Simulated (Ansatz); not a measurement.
Reaction (atomization): `[SiH3]N1[SiH2]P1` → 6 H• + N• + P• + 2 Si•

Gas-phase electronic energies from Ansatz, PBE0-D4/def2-TZVP geometries. CCSD(T)/CBS adds triple-zeta CCSD(T) − MP2 to the extrapolated MP2 energy (def2 sets, frozen cores). This one scheme is used for every species, atoms too. Functionals use def2-TZVPP. B3LYP here is the variant with VWN-RPA as its local correlation; programs differ in this. HSE06 is defined as in plane-wave codes. Open shells (•) are unrestricted, without spin–orbit coupling. Spin–orbit coupling would lower the free atoms: a little for Si.

`[SiH3]N1[SiH2]P1`:

```xyz
10

Si   -0.148    1.131   -1.192
N     0.248   -0.139   -0.109
Si   -0.249   -1.497    0.800
P     1.563   -0.313    1.081
H     1.073    1.563   -1.921
H    -1.167    0.627   -2.150
H    -0.704    2.317   -0.482
H    -0.211   -2.814    0.127
H    -1.424   -1.343    1.689
H     1.020    0.470    2.156
```

```
             level  ΔE (eV)  difference from CCSD(T)/CBS
       LDA (SPW92)    35.46                         4.09
            PBE-D4    31.47                         0.10
         revPBE-D4    30.91                        -0.46
           BLYP-D4    31.39                         0.02
         r2SCAN-D4    31.27                        -0.10
            B97M-V    31.73                         0.36
          B3LYP-D4    31.53                         0.16
        r2SCANh-D4    31.10                        -0.27
        r2SCAN0-D4    30.86                        -0.51
          HSE06-D4    31.09                        -0.28
          BHLYP-D4    30.84                        -0.53
      CAM-B3LYP-D4    31.56                         0.19
           ωB97X-V    31.86                         0.49
           ωB97M-V    31.63                         0.26
            B2PLYP    30.92                        -0.45
          PBE-QIDH    30.81                        -0.56
               PBE    31.18                        -0.19
            revPBE    30.14                        -1.23
              BLYP    30.77                        -0.60
            r2SCAN    31.21                        -0.16
              PBE0    30.83                        -0.54
           r2SCANh    31.03                        -0.34
             HSE06    30.86                        -0.51
             BHLYP    30.46                        -0.91
         CAM-B3LYP    31.32                        -0.05
           LC-ωPBE    30.86                        -0.51
       HF/def2-SVP    21.17                       -10.20
      MP2/def2-SVP    28.22                        -3.15
     CCSD/def2-SVP    27.92                        -3.45
  CCSD(T)/def2-SVP    28.29                        -3.08
     HF/def2-TZVPP    21.79                        -9.58
    MP2/def2-TZVPP    30.27                        -1.10
SCS-MP2/def2-TZVPP    30.69                        -0.68
   CCSD/def2-TZVPP    29.77                        -1.60
CCSD(T)/def2-TZVPP    30.25                        -1.12
     HF/def2-QZVPP    21.89                        -9.48
    MP2/def2-QZVPP    30.95                        -0.42
SCS-MP2/def2-QZVPP    31.47                         0.10
      HF/CBS(def2)    21.90                        -9.47
    CCSD/CBS(def2)    30.89                        -0.48
       CCSD(T)/CBS    31.37                            0
```

Largest T1 diagnostic among the species: 0.014.

Leaving LDA and LC-ωPBE aside and taking each functional with its dispersion term where it has one, the values spread over 1.05 eV, from PBE-QIDH to ωB97X-V. LDA lies +4.28 eV from PBE without D4, its usual overbinding. In def2-TZVPP, CCSD(T) changes the Hartree–Fock value by +8.46 eV (the triples alone add +0.48 eV) and MP2 by +8.48 eV; breaking electron pairs costs correlation energy, which Hartree–Fock lacks. From PBE to PBE0 (25 % exact exchange), in def2-TZVPP and without D4, ΔE moves by −0.36 eV: exact exchange takes away binding that semilocal exchange gives to molecules.

For atomizations the MP2-based limit and the directly extrapolated one differ by several kJ/mol either way, and by 10 to 25 for some Ge, Se and Sn compounds, so smaller differences from it don't rank the levels.
